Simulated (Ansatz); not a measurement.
`[CH3][Ge]([CH3])([CH3])[C]#N` + H₂ → `[CH3][GeH]([CH3])[C]#N` + CH₄ at 500 K and 1 bar (hydrogenolysis of a Ge–C bond).

Isolated molecules relaxed with PBE0-D4/def2-TZVP in Ansatz; ΔE leaves out vibrations. CCSD(T)/CBS adds triple-zeta CCSD(T) − MP2 to the extrapolated MP2 energy (def2 sets, frozen cores). This one scheme is used for every species. For Ge outer-core shells are correlated without core-valence functions, which leaves a few kJ/mol of doubt a bond. Scalar relativity is left out up to krypton.

| species | CCSD(T)/CBS energy (Eh) | H − E (kJ/mol) | S (J/(mol·K)) |
| --- | --- | --- | --- |
| `[CH3][Ge]([CH3])([CH3])[C]#N` | -2288.46902 | 375.0 | 486.3 |
| H₂ | -1.17544 | 41.0 | 145.5 |
| `[CH3][GeH]([CH3])[C]#N` | -2249.19331 | 287.7 | 438.7 |
| CH₄ | -40.46206 | 135.6 | 206.8 |

H − E and S are ideal-gas, rigid-rotor, harmonic terms from PBE0-D4/def2-TZVP. The MP2-based limit puts H₂ 0.8 mEh under its directly extrapolated value; such offsets cancel only in part. 1 Eh = 2625.50 kJ/mol, R = 8.31446 J/(mol·K).

Task: By hand: ΔE, ΔH, ΔS and ΔG.

Result: ΔE = (-2249.19331) + (-40.46206) − (-2288.46902) − (-1.17544) = -0.01091 Eh = -28.6 kJ/mol. Δ(H − E) = 287.7 + 135.6 − 375.0 − 41.0 = 7.3, so ΔH = -21.3 kJ/mol. ΔS = 438.7 + 206.8 − 486.3 − 145.5 = 13.7 J/(mol·K). ΔG = -21.3 − 500 × (13.7)/1000 = -28.1 kJ/mol.

Task: By hand: the equilibrium constant, and the temperature at which ΔG would vanish if ΔH and ΔS stayed fixed.

Result: log₁₀ K = −ΔG/(RT ln 10) = 2.9. ΔH and −TΔS have one sign here, so there is no such temperature.

The number of gas molecules stays the same, so ΔS is small and ΔH decides. A doubt of 5 kJ/mol in ΔE shifts log₁₀ K by 0.5 here. These are equilibria of isolated gas molecules and say nothing of rates. Largest T1 diagnostic: 0.011 (customary marks: 0.02 for closed shells, 0.045 for open ones).
